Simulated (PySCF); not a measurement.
C₄H₁₂O₃Si, SMILES CCCC[Si](O)(O)O.

Geometry optimised at r2SCAN-D4/def2-SVP. The values are those of a single conformer.

Two levels are set side by side: TDA-PBE/def2-SVP (PySCF) and TDA-ωB97X/def2-SVP (PySCF). Vertical, same geometry. The lowest singlet is HOMO→LUMO 99 % with PBE and HOMO−1→LUMO 44 %, HOMO→LUMO 16 % with the other functional; states are paired by order. Differences are taken from unrounded values.

```tsv
quantity	TDA-ωB97X
lowest singlet excitation (eV)	8.81
lowest triplet excitation (TDA) (eV)	8.33
first bright state (f over 0.05) (eV)	8.87
its oscillator strength	0.10
```

Q: What does TDA-PBE give, and how far is it from TDA-ωB97X? (The exact figures need the calculation; the answer reports its results.)

A: 
| quantity | TDA-PBE | TDA-PBE minus TDA-ωB97X |
|---|---|---|
| lowest singlet excitation (eV) | 6.98 | -1.82 |
| lowest triplet excitation (TDA) (eV) | 6.74 | -1.59 |
| first bright state (f over 0.05) (eV) | 6.98 | -1.89 |
| its oscillator strength | 0.06 | -0.04 |

A lower first singlet is the usual sign of a functional without exact exchange. Differences between two approximate levels are no errors against the true value.

Rough cost on one machine, each run with all the roots and properties that it gave: TDA-ωB97X against TDA-PBE about 4 times.
